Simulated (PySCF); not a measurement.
**Correlation energy of C (carbon, neutral)**

[He] 2s1 2p3, high-spin 5S determinant (an excited configuration). Computed with PySCF 2.14 in aug-cc-pVDZ-DK (4s3p2d, 23 functions), with the spin-free X2C one-electron Hamiltonian (Gaussian nucleus). Frozen: 1s2; 4 electrons correlated.

| level | correlation energy (mhartree) |
| --- | --- |
| CCSD | -26.73 |
| (T) | -0.16 |
| CCSD(T) | -26.89 |
| CCSDT | -26.95 |
| FCI | -26.95 |

Diagnostics: T1 = 0.0057, D1 = 0.0092, largest double amplitude 0.036, weight of the Hartree-Fock determinant in FCI 0.9861 (7315 determinants).

Cost of the coupled-cluster step: of the order of 0.11 core-seconds, for 4 correlated electrons.
